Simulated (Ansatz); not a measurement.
Geometry optimisation, RKS PBE0-D4/def2-SVP (Ansatz 0.2.0).

Input file:

```yaml
crystal:
  periodic: [false, false, false]
  atoms:
    - { symbol: Sn, position_ang: [-0.582444, -0.042331, -0.406311] }
    - { symbol: H, position_ang: [0.059488, 0.14, 2.465326] }
    - { symbol: H, position_ang: [0.923127, 0.035443, 0.404863] }
    - { symbol: H, position_ang: [-0.727883, 1.266406, -1.504644] }
    - { symbol: H, position_ang: [-0.625395, -1.522896, -1.274528] }
    - { symbol: P, position_ang: [-2.477962, 0.094133, 1.179238] }
    - { symbol: H, position_ang: [-3.453808, -0.290552, 0.205088] }
    - { symbol: H, position_ang: [-2.313274, -1.244448, 1.64964] }
    - { symbol: H, position_ang: [-0.502348, 0.252144, 2.901528] }
basis:
  gaussian: { orbitals: def2-SVP }
hamiltonian:
  xc: pbe0
  dispersion: d4
relax:
  f_tol: 0.03
  max_steps: 50
output:
  orbitals: {}
```

Command:

```bash
$ ansatz run input.yaml --threads 1 --pin off --max-ram 2048MiB --backend cpu --events-out ev --progress --plain --runs-dir out
```

Q: Where does it end, and by what steps?

A: The run converged. The force dipped under the threshold on the way, but the program's further checks kept it going. After 13 steps the energy has fallen by 0.161 eV; H2 moved furthest, 0.96 Å.

```tsv
step	energy less start (eV)	largest force component (eV/Å)	accepted
0	0.0000	1.379	yes
1	-0.1104	0.199	yes
2	-0.1418	0.262	yes
3	-0.1523	0.049	yes
4	-0.1542	0.112	yes
5	-0.1582	0.028	yes
6	-0.0832	1.530	no
7	-0.1588	0.027	yes
8	-0.1592	0.106	yes
9	-0.1595	0.056	yes
10	-0.1596	0.102	yes
11	-0.1559	0.431	no
12	-0.1601	0.062	yes
13	-0.1606	0.011	yes
```

```xyz
9
Properties=species:S:1:pos:R:3
Sn -0.641 -0.091 -0.647
H 0.275 0.140 3.403
H 0.870 0.001 0.154
H -0.813 1.248 -1.702
H -0.723 -1.545 -1.552
P -2.469 0.055 1.086
H -3.494 -0.267 0.142
H -2.306 -1.307 1.490
H -0.400 0.455 3.246
```

The run took 56 s on 1 thread of AMD EPYC 7R43 64-Core Processor (Zen 3), with other jobs on the host, peak memory 0.17 GiB.
